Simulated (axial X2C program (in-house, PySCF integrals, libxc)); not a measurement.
**Nuclear properties of HfCO**

Calculated with an axial X2C code built on PySCF integrals: two-component X2C with atomic mean-field Coulomb and Gaunt terms, Gaussian nuclei, basis Hf dyall-v3z, C dyall-v3z, O dyall-av3z with contracted cores.

Hf–C–O held linear, with bonds 2.052 and 1.161 Å (near the PBE0 minimum at charge 0 of the determinant lowest at the starting distance; the state shown can have its own minimum elsewhere, held linear; other orders of the atoms were not compared).

Determinant lowest in the PBE0 search, Ω = 1 (⟨Sz⟩ = 0.99, ⟨Lz⟩ = 0.01 at PBE0), spin on the atoms Hf 0.70, C 0.15, O 0.14:

| level | Eeff magnitude (GV/cm) | Ws magnitude Hf (kHz) | A∥/gI Hf (MHz) | qzz Hf (a.u.) | A∥/gI C (MHz) | qzz C (a.u.) | A∥/gI O (MHz) | qzz O (a.u.) | μ (D) |
| --- | --- | --- | --- | --- | --- | --- | --- | --- | --- |
| PBE0 | 3.7 | 1.58 | -107 | -8.87 | -29.7 | -0.66 | -25.8 | -0.14 | -2.70 |
| HF | 70.1 | 63.8 | 71.3 | -8.96 | -64.5 | -0.86 | -4.57 | -0.18 | -2.43 |
| BHandHLYP | 2.13 | 0.153 | -152 | -9.43 | -26.6 | -0.75 | -15.5 | -0.16 | -2.86 |

Determinant 0.51 eV from it at PBE0 and this distance, Ω = 0 (closed shell), highest spinor 57% Hf d, 14% C p, 12% O p:

| level | qzz Hf (a.u.) | qzz C (a.u.) | qzz O (a.u.) | μ (D) |
| --- | --- | --- | --- | --- |
| PBE0 | -9.10 | -0.64 | -0.14 | -2.75 |
| HF | -10.21 | -0.86 | -0.15 | -2.88 |
| BHandHLYP | -9.64 | -0.75 | -0.15 | -2.97 |

Eeff is the effective electric field on the electron electric dipole moment in this Ω state and Ws the scalar–pseudoscalar constant of the nucleus named (defined with the proton number Z and per Ω); A∥ (defined per Ω) follows by multiplying with gI = μI/(I μN); qzz is the electric field gradient, eQq0 = 234.96 MHz × Q/barn × qzz; μ is positive if the O end (last atom) is positive. The operators were transformed with the bare-nucleus X2C matrices; with these basis sets, hyperfine constants and field gradients can be off by tens of per cent, and where levels differ in sign neither size nor sign is settled.

Task: With Q(177Hf) = 3.365 barn, Q(17O) = -0.02558 barn (Q from Pyykkö, Mol. Phys. 2018), turn the PBE0 values of the first state into constants in MHz.

Result: eQq0(177Hf) = 234.96 × (3.365) × (-8.87) = -7010 MHz; eQq0(17O) = 234.96 × (-0.02558) × (-0.14) = 0.841 MHz.

The molecule was held linear; bending was not examined, so a bent shape may lie lower.

Each state is one determinant with collinear spin, which with several unpaired electrons need not be a pure state. Unrestricted Hartree–Fock can overshoot spin polarisation at the nuclei. A closed determinant beside an open π² or δ² triplet, such as (π1/2)², mixes with its partner pair into the 0⁺ component of the triplet and ¹Σ⁺, so its energy is not that of a level, and 0⁺ can lie lowest. With several open shells hyperfine constants can be off by a factor of several. Where Eeff spreads by more than a factor of two the levels disagree and none is to be relied on. Open-shell Ω = 0 determinants with evenly filled partner blocks cannot be reached by this program, so the Ω shown need not be the lowest component. The search compared states at one distance, so a state with another bond length can lie lower. The sign of Ws at Hf differs between levels in the first state. Where a field gradient or hyperfine factor spreads by more than a factor of two over the levels, a constant derived from it is not to be relied on. PBE0 term energies can be off by some tenths of an eV.
